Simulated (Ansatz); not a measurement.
Ansatz (a first-principles code) input (MP2/def2-TZVP):

Ansatz 0.2 input:
```yaml
crystal:
  periodic: [false, false, false]
  atoms:
    - {symbol: La, position_ang: [-0.00000000, -0.00000000, -0.28495569]}
    - {symbol: F, position_ang: [0.00000000, 0.00000000, 1.80471940]}
basis:
  gaussian:
    orbitals: def2-TZVP
magnetization: {spin_polarized: false}
correlation: {method: mp2, electrons: outside_noble_gas}
relax: {f_tol: 0.003, max_steps: 100}
```

Output:

```
Functional definition: HF
these checks for a lower state are left out or cut short: cluster_reference
integrals: 0.02 GiB planned
610 factors; integrals over basis functions are off by at most 4.1e-4 eV
mean field: 0.10 GiB planned
mean field evaluation 1: about -3552.5969 eV, gradient 3.7e1 eV
mean field evaluation 2: about -3552.5985 eV, gradient 3.7e1 eV
mean field evaluation 4: about -3555.3444 eV, gradient 1.5e0 eV
mean field evaluation 8: about -3555.3847 eV, gradient 6.3e-3 eV
mean field -3555.38469803 eV, -130.6579777263 hartree, gradient 6.3e-6 eV, S^2 0.000000; 0 other end points of the search recorded, 0 dependent functions left out; unrestricted orbitals would lower it
5 core orbitals not correlated, not the lowest: weight in the atoms' cores, before any rotation towards them, 0.887 or more for the frozen orbitals, at most 0.091 for the correlated occupied ones
reference -3555.38469803 eV, -130.6579777263 hartree; 5, 5 occupied and 61, 61 virtual orbitals, 610 factors
densities: 0.09 GiB planned
second order -8.19738141 eV of doubles, -0.00000000 eV of singles
the calculation of the forces begins
relax step   1: F+E_penalty+E_count = -3563.58207944 eV  Δ(F+E_penalty+E_count) = +0.000e0 eV  max|allowed force component| = 2.966e-1 eV/Å  Δτ_max = 0.0000 Å  (40 SCF iters, accepted)
these checks for a lower state are left out or cut short: starts, cluster_reference, orbital_swaps, neighbouring_geometries, increment
integrals: 0.02 GiB planned
610 factors; integrals over basis functions are off by at most 4.1e-4 eV
mean field: 0.10 GiB planned
mean field evaluation 16: about -3555.3805 eV, gradient 3.4e-3 eV
mean field -3555.38219023 eV, -130.6578855665 hartree, gradient 2.6e-6 eV, S^2 0.000000; 0 other end points of the search recorded, 0 dependent functions left out; unrestricted orbitals would lower it
5 core orbitals not correlated, not the lowest: weight in the atoms' cores, before any rotation towards them, 0.895 or more for the frozen orbitals, at most 0.085 for the correlated occupied ones
reference -3555.38219023 eV, -130.6578855665 hartree; 5, 5 occupied and 61, 61 virtual orbitals, 610 factors
densities: 0.09 GiB planned
second order -8.20195263 eV of doubles, -0.00000000 eV of singles
the calculation of the forces begins
relax step   2: F+E_penalty+E_count = -3563.58414287 eV  Δ(F+E_penalty+E_count) = -2.063e-3 eV  max|allowed force component| = 9.408e-2 eV/Å  Δτ_max = 0.0105 Å  (38 SCF iters, accepted)
these checks for a lower state are left out or cut short: starts, cluster_reference, orbital_swaps, neighbouring_geometries, increment
integrals: 0.02 GiB planned
610 factors; integrals over basis functions are off by at most 4.1e-4 eV
mean field: 0.10 GiB planned
mean field evaluation 32: about -3555.3836 eV, gradient 2.5e-6 eV
mean field -3555.38359177 eV, -130.6579370721 hartree, gradient 2.5e-6 eV, S^2 0.000000; 0 other end points of the search recorded, 0 dependent functions left out; unrestricted orbitals would lower it
5 core orbitals not correlated, not the lowest: weight in the atoms' cores, before any rotation towards them, 0.893 or more for the frozen orbitals, at most 0.086 for the correlated occupied ones
reference -3555.38359177 eV, -130.6579370721 hartree; 5, 5 occupied and 61, 61 virtual orbitals, 610 factors
densities: 0.09 GiB planned
second order -8.20079640 eV of doubles, -0.00000000 eV of singles
the calculation of the forces begins
relax step   3: F+E_penalty+E_count = -3563.58438818 eV  Δ(F+E_penalty+E_count) = -2.453e-4 eV  max|allowed force component| = 1.264e-3 eV/Å  Δτ_max = 0.0026 Å  (39 SCF iters, accepted)
these checks for a lower state are left out or cut short: cluster_reference
integrals: 0.02 GiB planned
610 factors; integrals over basis functions are off by at most 4.1e-4 eV
mean field: 0.10 GiB planned
mean field -3555.38359177 eV, -130.6579370721 hartree, gradient 2.5e-6 eV, S^2 0.000000; 1 other end points of the search recorded, 0 dependent functions left out; unrestricted orbitals would lower it
5 core orbitals not correlated, not the lowest: weight in the atoms' cores, before any rotation towards them, 0.893 or more for the frozen orbitals, at most 0.086 for the correlated occupied ones
reference -3555.38359177 eV, -130.6579370721 hartree; 5, 5 occupied and 61, 61 virtual orbitals, 610 factors
densities: 0.09 GiB planned
second order -8.20079640 eV of doubles, -0.00000000 eV of singles
the calculation of the forces begins
Total energy: -3563.58438818 eV, -130.9593107812 hartree
Atom 0 at    -0.000000    -0.000000    -0.292786 Å, force     0.000000     0.000000    -0.001264 eV/Å
Atom 1 at     0.000000     0.000000     1.812549 Å, force    -0.000000    -0.000000     0.001264 eV/Å
Dipole moment:    -0.000000     0.000000    -0.382009 e Å
Checks for a lower state left out: cluster_reference
```
